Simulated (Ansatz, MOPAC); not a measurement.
System: SbH, charge 0, multiplicity 3. SMILES: [SbH]
Geometry: optimised at B3LYP-D3(BJ)/def2-TZVP (Ansatz, a program for electronic structure).

Wanted: vertical ionisation energy to the doublet, in eV. Terms: no spin-orbit coupling; def2 sets with scalar-relativistic core potentials past Kr; open shells spin-unrestricted; each state is the SCF solution reached for its charge and spin; PM7 with its own dispersion and hydrogen-bond terms; STO-3G and 3-21G all-electron and non-relativistic. Ab initio and DFT rows: single points at B3LYP-D3(BJ) geometries (Ansatz). Semi-empirical rows: differences of heats of formation at the shared geometry for vertical values.

```json
[
 {"species": "charge 1, doublet", "coefficient": "+1", "E at B3LYP/STO-3G (Ansatz), Eh": "-6253.71223", "E at B3LYP/def2-TZVPD (Ansatz), Eh": "-240.57201", "heat of formation at PM7 (MOPAC), kcal/mol": "267.98"},
 {"species": "charge 0, triplet", "coefficient": "-1", "E at B3LYP/STO-3G (Ansatz), Eh": "-6253.96691", "E at B3LYP/def2-TZVPD (Ansatz), Eh": "-240.89687", "heat of formation at PM7 (MOPAC), kcal/mol": "62.08"}
]
```

 1 Eh = 27.2114 eV and 1 eV = 23.0605 kcal/mol.

Q: Work the quantity out at each level.

A: 
- B3LYP/STO-3G: the sum of coefficient times E is 0.25468 Eh, or 6.930 eV. Result: 6.93 eV.
- B3LYP/def2-TZVPD: the sum of coefficient times E is 0.32486 Eh, or 8.840 eV. Result: 8.84 eV.
- PM7: the sum of coefficient times heat of formation is 205.90 kcal/mol, or 8.93 eV.
